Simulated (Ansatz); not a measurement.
The cluster As4O6⁺ (the lowest doublet isomer of a short search). Total charge 1; doublet. Geometry r2SCAN-D4/def2-SVP, basis def2-SVP, Ansatz.

```xyz
10

As   -1.732    0.836   -0.617
As    1.530    0.970   -0.894
As    0.159    0.261    1.997
As    0.037   -1.780   -0.418
O    -0.166    1.375   -1.291
O     1.412    0.896    0.889
O    -1.310    0.784    1.120
O     1.328   -0.877   -1.154
O    -1.428   -0.990   -0.920
O     0.170   -1.475    1.288
```

```
run  HOMO (eV)  LUMO (eV)
  A     -15.92      -7.07
  B     -13.30     -10.69
  C     -11.86     -11.19
  D     -12.37     -11.27
```

The structure comes from a short search, and lower isomers may exist.

HOMO and LUMO are taken over both spins.

Question: The runs used HF, PBE, PBE0, r2SCAN. Estimate which is which.

Answer: A HF (100 % exact exchange); B PBE0 (25 % exact exchange); C PBE (0 % exact exchange); D r2SCAN (0 % exact exchange). Exact exchange lowers occupied and raises empty levels; among semilocal functionals meta-GGAs tend to open the gap a little, and such runs are hard to tell apart. The gap grows from 0.67 eV (PBE) to 8.85 eV (HF).
